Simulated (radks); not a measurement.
Task: The selenium anion Se-, 35 electrons, occupied as [Ar] 3d10 4s2 4p5. Method: scalar-relativistic Kohn-Sham, PBE, spin-polarised, spherical densities, finite nucleus; open shells are filled with parallel spins first; Fermi nuclear charge, rms radius 4.14 fm; hard spherical wall at 4 bohr; computed with a radial shooting solver on a logarithmic mesh with Libxc functionals. Some entries of the table are withheld. Estimate them.

orbital,occ.,eigenvalue (eV),r(max) (bohr)
1s up,1,-12485.96,0.02880
1s down,1,-12485.90,0.02880
2s up,1,-1588.604,0.1645
2s down,1,-1588.577,0.1645
2p up,3,-1395.001,0.1317
2p down,3,-1394.953,0.1317
3s up,1,-195.1888,0.5023
3s down,1,-195.1238,0.5023
3p up,3,-134.6762,0.5005
3p down,3,-134.6034,0.5005
3d up,5,-34.9293,0.4532
3d down,5,-34.8285,0.4532
4s up,1,-2.1205,1.557
4s down,1,-1.3588,1.552
4p up,3,8.8571,(1)
4p down,2,9.6433,(2)
4d up,0,24.4828,2.432
4d down,0,25.2263,2.440
5s up,0,32.7378,2.942
5s down,0,33.2686,2.945
5p up,0,42.2874,(3)
5p down,0,42.8243,(4)

Result: 
(1) 4p up r(max) (bohr): 1.856
(2) 4p down r(max) (bohr): 1.855
(3) 5p up r(max) (bohr): 3.046
(4) 5p down r(max) (bohr): 3.049
